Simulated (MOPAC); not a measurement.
A run for MOPAC: PM6 on SnP, 2S+1 = 2, a spin state set in the input, which need not be the lowest, a point of a bond scan (R = 2.476 Å).

```
PM6 1SCF PRECISE CHARGE=0 UHF MS=0.5 THREADS=1
PSn

P      0.00000000 1     0.00000000 1     0.00000000 1
Sn     0.00000000 1     0.00000000 1     2.47612800 1
```

The log:

```
*******************************************************************************
 **                                                                           **
 **                              MOPAC v23.2.5                                **
 **                                                                           **
 *******************************************************************************
 ** MOPAC's Digital Object Identifier: https://doi.org/10.5281/zenodo.6511958 **
 **                                                                           **
 ** Please cite the open-source release paper for use of this MOPAC version:  **
 ** J. E. Moussa and J. J. P. Stewart (2026)                                  **
 ** MOPAC: An open-source semiempirical molecular orbital program             **
 ** J. Open Source Softw., 11(119), 8025, https://doi.org/10.21105/joss.08025 **
 *******************************************************************************

                              PM6 CALCULATION RESULTS

 *******************************************************************************
 *  PM6        - The PM6 Hamiltonian to be used
 *  UHF        - UNRESTRICTED HARTREE-FOCK CALCULATION
 *
 *
 *
 *                 CHARGE ON SYSTEM = 0
 *
 *
 *
 *  MS=        - IN MECI, MAGNETIC COMPONENT OF SPIN =  0.5
 *  PRECISE    - TIGHTER CRITERIA TO BE USED
 *  1SCF       - DO 1 SCF AND THEN STOP
 *  THREADS=1  - MULTI-THREADING NOT USED
 *  T=         - A TIME OF 172800.0 SECONDS REQUESTED
 *  DUMP=N     - RESTART FILE WRITTEN EVERY 7200.0 SECONDS REQUESTED
 *******************************************************************************
PM6 1SCF PRECISE CHARGE=0 UHF MS=0.5 THREADS=1
 PSn

   ATOM   CHEMICAL          X               Y               Z
  NUMBER   SYMBOL      (ANGSTROMS)     (ANGSTROMS)     (ANGSTROMS)

     1       P          0.00000000  *   0.00000000  *   0.00000000  *
     2      Sn          0.00000000  *   0.00000000  *   2.47612800  *



          CARTESIAN COORDINATES

    NO.       ATOM           X           Y           Z

     1         P          0.0000      0.0000      0.0000
     2        Sn          0.0000      0.0000      2.4761

 General Reference for PM6:
 "Optimization of Parameters for Semiempirical Methods V: Modification of NDDO Approximations
 and Application to 70 Elements", J. J. P. Stewart, J. Mol. Mod., 13, 1173-1213 (2007)
 URL: https://link.springer.com/article/10.1007/s00894-007-0233-4

           Empirical Formula: P Sn  =     2 atoms



      MOLECULAR POINT GROUP   :   C*v


          UHF CALCULATION, NO. OF ALPHA ELECTRONS =    5
                           NO. OF BETA  ELECTRONS =    4

 -------------------------------------------------------------------------------
 PM6 1SCF PRECISE CHARGE=0 UHF MS=0.5 THREADS=1
 PSn



     1SCF WAS SPECIFIED, SO BFGS WAS NOT USED
     SCF FIELD WAS ACHIEVED


                              PM6 CALCULATION
                                                       MOPAC v23.2.5 Linux




          FINAL HEAT OF FORMATION =         78.68454 KCAL/MOL =     329.21613 KJ/MOL


          COSMO AREA              =        104.50 SQUARE ANGSTROMS
          COSMO VOLUME            =         94.40 CUBIC ANGSTROMS

          IONIZATION POTENTIAL    =          7.659814 EV
          ALPHA SOMO LUMO (EV)    =         -9.014 -1.443
          BETA  SOMO LUMO (EV)    =         -7.660 -2.384
          NO. OF ALPHA ELECTRONS  =          5
          NO. OF BETA  ELECTRONS  =          4
          MOLECULAR WEIGHT        =        149.6638         POINT GROUP:  C*v

          MOLECULAR DIMENSIONS (Angstroms)

            Atom       Atom       Distance
           Sn     2    P     1     2.47613
           Sn     2    P     1     0.00000
            P     1   Sn     2     0.00000


          SCF CALCULATIONS        =          1





   ATOM   CHEMICAL          X               Y               Z
  NUMBER   SYMBOL      (ANGSTROMS)     (ANGSTROMS)     (ANGSTROMS)

     1       P          0.00000000  *   0.00000000  *   0.00000000  *
     2      Sn          0.00000000  *   0.00000000  *   2.47612800  *

                             CARTESIAN COORDINATES

   1    P        0.000000000     0.000000000     0.000000000
   2   Sn        0.000000000     0.000000000     2.476128000


           Empirical Formula: P Sn  =     2 atoms



      MOLECULAR POINT GROUP   :   C*v


          ALPHA EIGENVALUES
 -18.22489 -13.10570  -9.55324  -9.38779  -9.01395  -1.44302  -0.84754   1.47265
 141.83201 141.84929 142.23033 142.42758 142.56455


           BETA EIGENVALUES
 -17.25361 -12.74678  -8.80425  -7.65981  -2.38387  -0.49977  -0.00403   1.81003
 143.13315 143.17940 143.19238 143.28346 143.30143


              NET ATOMIC CHARGES AND DIPOLE CONTRIBUTIONS

  ATOM NO.   TYPE          CHARGE      No. of ELECS.   s-Pop       p-Pop       d-Pop
    1          P          -0.135524        5.1355     1.92033     3.21173     0.00347
    2         Sn           0.135524        3.8645     1.92381     1.94067
 DIPOLE           X         Y         Z       TOTAL
 POINT-CHG.     0.000     0.000     1.612     1.612
 HYBRID         0.000     0.000    -1.003     1.003
 SUM            0.000     0.000     0.609     0.609


          ATOMIC ORBITAL ELECTRON POPULATIONS

     Atom    s        px        py        pz      x^2-y^2     xz        z^2       yz        xy
    1  P   1.92033   1.10296   0.92005   1.18872   0.00000   0.00085   0.00249   0.00013   0.00000
    2 Sn   1.92381   0.89619   0.07982   0.96465


                    (SZ)    =    0.500000
                    (S**2)  =    1.374261


          ATOMIC ORBITAL SPIN POPULATIONS

    Atom   Total    s     px     py     pz   x^2-y^2  xz     z^2    yz     xy
         Atomic
    1  P  1.7935  0.005  0.772  0.920  0.098  0.000 -0.001 -0.000  0.000  0.000
    2 Sn -0.7935  0.005 -0.771  0.080 -0.107

 **********************
 *                    *
 * JOB ENDED NORMALLY *
 *                    *
 **********************




 == MOPAC DONE ==
```

The run finished. Its determinant has ⟨S²⟩ = 1.37, a mixture of spin states.

Cost: roughly 0.020 core-seconds.
